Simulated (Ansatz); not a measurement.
`[NH2][Ga]1[CH2]C[SiH2]1` → `[CH3][GaH]/[N]=C\[SiH3]`  (isomerisation)

Program: Ansatz. Geometries: PBE0-D4/def2-TZVP. ΔE: electronic, gas phase. CBS: MP2 limit from def2 TZ/QZ plus the TZ coupled-cluster correction, frozen cores. Functionals use def2-TZVPP. B3LYP here is the variant with VWN-RPA as its local correlation; programs differ in this. For Ga outer-core shells are correlated without core-valence functions, which leaves a few kJ/mol of doubt a bond. Scalar relativity is left out up to krypton. One conformer a species, not always the lowest.

(1) Is it downhill or uphill in electronic energy at CCSD(T)/CBS, and by how much? (An estimate is asked.)

(2) What do these levels give: PBE-D4, r2SCAN-D4, PBE0-D4, B3LYP-D4, ωB97X-V, B2PLYP, B3LYP, HF/def2-TZVPP, CCSD/def2-TZVPP, CCSD(T)/def2-TZVPP, MP2/def2-QZVPP, SCS-MP2/def2-QZVPP? (An estimate is asked.)

Largest T1 diagnostic among the species: 0.015.

Results:

(1) Computed: Uphill: ΔE = +91.4 kJ/mol.

(2) Computed: PBE-D4 94.1, r2SCAN-D4 88.3, PBE0-D4 104.5, B3LYP-D4 68.9, ωB97X-V 88.9, B2PLYP 74.6, B3LYP 66.0, HF/def2-TZVPP 46.9, CCSD/def2-TZVPP 83.3, CCSD(T)/def2-TZVPP 84.1, MP2/def2-QZVPP 100.4, SCS-MP2/def2-QZVPP 83.2 kJ/mol.

In def2-TZVPP, CCSD(T) changes the Hartree–Fock value by +37.2 kJ/mol (the triples alone add +0.8 kJ/mol) and MP2 by +50.0 kJ/mol. From PBE to PBE0 (25 % exact exchange), in def2-TZVPP and without D4, ΔE moves by +10.8 kJ/mol.
